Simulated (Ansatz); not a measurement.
Isolated molecules relaxed with PBE0-D4/def2-TZVP in Ansatz; ΔE leaves out vibrations. CBS: MP2 limit from def2 TZ/QZ plus the TZ coupled-cluster correction, frozen cores. This one scheme is used for every species. DFT in def2-TZVPP. B3LYP here is the variant with VWN-RPA as its local correlation; programs differ in this. HSE06 is defined as in plane-wave codes. One conformer a species, not always the lowest.

`[SiH3]O[SiH2]BS` + `C=N` → `C=N[SiH2]O[SiH3]` + `BS`  (cleavage of the Si–B bond)

`[SiH3]O[SiH2]BS`:

```xyz
12

Si   -1.949    1.083    0.130
O    -0.532    0.282   -0.038
Si    0.825   -0.151    0.797
B     1.996   -1.218   -0.423
S     1.499   -1.538   -2.081
H    -1.702    2.510    0.464
H    -2.677    0.993   -1.160
H    -2.767    0.467    1.208
H     0.426   -0.937    2.000
H     1.514    1.081    1.280
H     3.053   -1.678   -0.111
H     0.315   -0.892   -2.066
```

`C=N`:

Z-matrix (Å, degrees):
```
C
N 1 1.261
H 1 1.096 2 124.9
H 1 1.092 2 118.8 3 -180.0
H 2 1.021 1 111.0 3 -0.0
```

`C=N[SiH2]O[SiH3]`:

Cartesian coordinates in Å:
```
C -0.924 -0.224 2.164
N -1.630 -0.519 1.167
Si -1.105 -0.649 -0.473
O 0.492 -0.351 -0.672
Si 1.648 0.674 -1.205
H -1.372 -0.172 3.163
H 0.153 -0.006 2.114
H -1.379 -2.037 -0.907
H -1.894 0.330 -1.259
H 2.481 1.106 -0.054
H 2.503 -0.021 -2.199
H 1.027 1.869 -1.837
```

`BS`:

Z-matrix (Å, degrees):
```
B
S 1 1.765
H 1 1.192 2 115.8
H 1 1.190 2 121.4 3 -180.0
H 2 1.344 1 99.2 3 180.0
```

CCSD(T)/CBS gives -0.62 eV.

Task: Another level gave -0.64 eV. Which?
A. MP2/def2-TZVPP
B. B3LYP-D4/def2-TZVPP
C. HSE06/def2-TZVPP
D. PBE/def2-TZVPP

Result: B. B3LYP-D4 -0.64, PBE -0.49, MP2/def2-TZVPP -0.69, HSE06 -0.55 eV.

Largest T1 diagnostic among the species: 0.015.

From BLYP to BHLYP (50 % exact exchange), in def2-TZVPP and without D4, ΔE moves by −0.11 eV. Leaving LDA and LC-ωPBE aside and taking each functional with its dispersion term where it has one, the values, not all of them listed here, spread over 0.23 eV, from BHLYP-D4 to PBE-D4. In def2-TZVPP, CCSD(T) changes the Hartree–Fock value by +0.24 eV (the triples alone add +0.03 eV) and MP2 by +0.15 eV.
